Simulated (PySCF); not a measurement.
C4H12MgOSi, SMILES C[O][Mg][Si](C)(C)C, singlet, GFN2-xTB optimised geometry.

```
19

Mg     0.40    -0.21     0.00
O      2.10    -0.21     0.00
C      3.48    -0.20     0.00
H      3.87     0.19     0.95
H      3.87    -1.22    -0.14
H      3.87     0.43    -0.81
Si    -2.04    -0.10     0.00
C     -2.60     1.64     0.57
C     -2.79    -1.40     1.19
C     -2.73    -0.41    -1.76
H     -3.69     1.72     0.58
H     -2.25     1.85     1.58
H     -2.22     2.41    -0.09
H     -2.43    -1.25     2.20
H     -2.51    -2.41     0.88
H     -3.87    -1.35     1.20
H     -2.45    -1.40    -2.12
H     -2.34     0.31    -2.47
H     -3.81    -0.35    -1.78
```

Density from B3LYP/def2-SVP (PySCF) at that geometry.

Minimum of the electron density along straight lines between bonded atoms, close to the bond critical point (lines longer than 1.1 times the sum of covalent radii, or with two minima, are not listed):

| bond | length / Å | ρ at the minimum / e bohr⁻³ | ∇²ρ there / e bohr⁻⁵ | position (fraction from the first atom) |
|---|---|---|---|---|
| Mg1–O2 | 1.699 | 0.086 | 0.95 | 0.46 |
| O2–C3 | 1.383 | 0.270 | -0.37 | 0.66 |
| C3–H4 | 1.099 | 0.277 | -1.03 | 0.63 |
| C3–H5 | 1.099 | 0.277 | -1.03 | 0.63 |
| C3–H6 | 1.099 | 0.277 | -1.03 | 0.63 |
| Mg1–Si7 | 2.436 | 0.048 | 0.11 | 0.38 |
| Si7–C8 | 1.914 | 0.107 | 0.31 | 0.38 |
| Si7–C9 | 1.915 | 0.107 | 0.30 | 0.38 |
| Si7–C10 | 1.914 | 0.107 | 0.30 | 0.38 |
| C8–H11 | 1.088 | 0.271 | -0.96 | 0.62 |
| C8–H12 | 1.088 | 0.271 | -0.96 | 0.62 |
| C8–H13 | 1.088 | 0.271 | -0.96 | 0.62 |
| C9–H14 | 1.088 | 0.271 | -0.96 | 0.62 |
| C9–H15 | 1.087 | 0.271 | -0.96 | 0.62 |
| C9–H16 | 1.088 | 0.271 | -0.96 | 0.62 |
| C10–H17 | 1.088 | 0.271 | -0.96 | 0.62 |
| C10–H18 | 1.088 | 0.271 | -0.96 | 0.62 |
| C10–H19 | 1.088 | 0.271 | -0.96 | 0.62 |
